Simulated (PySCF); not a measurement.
**Ge³⁺ (germanium, charge +3) across methods**

[Ar] 3d10 4s1, 2S determinant. All numbers are calculated (PySCF 2.14, the spin-free X2C one-electron Hamiltonian (Gaussian nucleus), in ANO-RCC-VTZP (6s5p3d1f, 43 functions)).

| method | E (hartree) | mean ε 3d α (eV) | mean ε 3d β (eV) | mean ε 4s α (eV) | Σ⟨r²⟩ (bohr²) | ⟨S²⟩ |
| --- | --- | --- | --- | --- | --- | --- |
| PBE | -2096.304 | -63.036 | -62.754 | -41.106 | 14.85 | 0.750 |
| r2SCAN | -2096.570 | -63.869 | -63.573 | -41.461 | 14.79 | 0.751 |
| CAM-B3LYP | -2096.725 | -68.254 | -68.033 | -43.890 | 14.83 | 0.750 |
| M06-2X | -2096.691 | -71.185 | -71.032 | -42.691 | 14.83 | 0.750 |
| UHF | -2095.03736 | -77.614 | -77.426 | -44.698 | 14.80 | 0.750 |
| BLYP | -2096.701 | -62.895 | -62.655 | -41.230 | 14.86 | 0.750 |
| PBE0 | -2096.341 | -66.982 | -66.728 | -42.153 | 14.80 | 0.750 |
| LC-wPBE | -2096.348 | -68.692 | -68.431 | -45.215 | 14.83 | 0.750 |

(1) Estimate the same row for LDA.

## Answers

(1) E (hartree) = -2093.274; mean ε 3d α (eV) = -63.345; mean ε 3d β (eV) = -63.084; mean ε 4s α (eV) = -41.497; Σ⟨r²⟩ (bohr²) = 14.85; ⟨S²⟩ = 0.750.
